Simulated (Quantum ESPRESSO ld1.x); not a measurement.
Trend from Rb to Xe: ionisation energy by Delta-SCF between NIST ground configurations, and size. Method: Dirac Kohn-Sham, PBE, spin-unpolarised, spherical densities, point nucleus; open shells fill j = l - 1/2 first; computed with ld1.x of Quantum ESPRESSO 7.5.

species      configuration  configuration of the ion  IE (eV)  NIST (eV)  kind  -e(HOMO) (eV)
Rb                [Kr] 5s1                      [Kr]    4.154      4.177  exp.  2.231 (5s1/2)
Sr                [Kr] 5s2                  [Kr] 5s1    5.885      5.695  exp.  3.526 (5s1/2)
Zr            [Kr] 4d2 5s2              [Kr] 4d2 5s1    7.123      6.634  exp.  3.641 (4d3/2)
Nb            [Kr] 4d4 5s1                  [Kr] 4d4    6.609      6.759  exp.  3.061 (4d3/2)
Mo            [Kr] 4d5 5s1                  [Kr] 4d5    6.868      7.092  exp.  3.609 (4d5/2)
Tc            [Kr] 4d5 5s2              [Kr] 4d5 5s1    8.135      7.119  exp.  5.027 (5s1/2)
Ru            [Kr] 4d7 5s1                  [Kr] 4d7    7.281      7.361  exp.  4.230 (5s1/2)
Rh            [Kr] 4d8 5s1                  [Kr] 4d8    7.454      7.459  exp.  4.294 (5s1/2)
Pd               [Kr] 4d10                  [Kr] 4d9    8.928      8.337  exp.  3.881 (4d5/2)
Ag           [Kr] 4d10 5s1                 [Kr] 4d10    7.759      7.576  exp.  4.406 (5s1/2)
Cd           [Kr] 4d10 5s2             [Kr] 4d10 5s1    9.274      8.994  exp.  5.660 (5s1/2)
In       [Kr] 4d10 5s2 5p1             [Kr] 4d10 5s2    5.572      5.786  exp.  2.641 (5p1/2)
Sn       [Kr] 4d10 5s2 5p2         [Kr] 4d10 5s2 5p1    7.095      7.344  exp.  3.831 (5p1/2)
Sb       [Kr] 4d10 5s2 5p3         [Kr] 4d10 5s2 5p2    7.960      8.608  exp.  4.516 (5p3/2)
Te       [Kr] 4d10 5s2 5p4         [Kr] 4d10 5s2 5p3    9.352      9.010  exp.  5.622 (5p3/2)
I        [Kr] 4d10 5s2 5p5         [Kr] 4d10 5s2 5p4   10.730     10.451  exp.  6.731 (5p3/2)
Xe                    [Xe]         [Kr] 4d10 5s2 5p5   12.110     12.130  exp.  7.854 (5p3/2)

Reference values: NIST Atomic Spectra Database (exp. = measured, semi-emp. = semi-empirical, theory = theoretical value adopted there). Spin polarisation and multiplet splitting are left out, so open shells lie too high by an amount that depends on their filling.

Beside tabulated values, note that spin-unpolarised runs miss the spin-polarisation part of the exchange energy of open shells.
